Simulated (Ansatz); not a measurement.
Pulling on the Ga1–H2 bond in GaH3 (SMILES [GaH3]) (multiplicity 1 held, fragments rigid). Energies count from the point at 1.570 Å.
Geometry at that point (charge 0, multiplicity 1):
```xyz
4

Ga     0.0000     0.0000     0.0000
H      1.5659    -0.1090    -0.0205
H     -0.8774    -1.3017     0.0061
H     -0.6885     1.4107     0.0144
```

Restricted levels (R-, RO-) in cc, def2 and unpolarised 6-31G sets keep to the state of the molecule at rest. U- levels take the lowest unrestricted solution at each point, which mixes spins at long bonds. Active spaces are followed from a long bond inwards. Full CI gives the lowest state of the spin. Curves can end on different states.

Correlated levels freeze the cores. Filled d and f shells under p-block atoms count as core.

Codes used: Ansatz (Gaussian orbitals). Each number belongs to the level named beside it.

Energies in kcal/mol.

```tsv
R (Å)	U-HF/cc-pVDZ	U-MP2/cc-pVDZ	R-SCS-MP2/cc-pVDZ	SC-NEVPT2 on CASSCF(2,2)/cc-pVDZ	FIC-MRCISD on CASSCF(2,2)/cc-pVDZ	FCI/cc-pVDZ
1.256	27.8	28.1	28.2	28.7	28.4	28.5
1.413	5.6	5.8	5.8	6.2	6.0	6.1
1.570	0.0	0.0	0.0	0.0	0.0	0.0
1.727	3.3	3.0	3.0	2.3	2.7	2.6
1.884	11.2	10.7	10.5	9.0	9.7	9.6
2.119	27.0	25.8	25.5	22.3	23.5	23.4
2.355	43.1	45.5	41.4	35.9	37.5	37.5
2.747	56.8	66.5	65.2	54.8	56.8	56.9
3.140	61.8	73.6	83.8	67.0	69.2	69.3
3.611	63.7	76.3	98.9	74.2	76.5	76.6
4.239	64.3	77.2	108.0	77.3	79.6	79.7
5.024	64.5	77.4	105.0	78.0	80.4	80.5
```

Doubts at one or more of the structures used: a spin-contaminated determinant (U-HF/cc-pVDZ, U-MP2/cc-pVDZ); a restricted determinant that unrestricted orbitals would lower (R-SCS-MP2/cc-pVDZ).

Ansatz is a first-principles code.
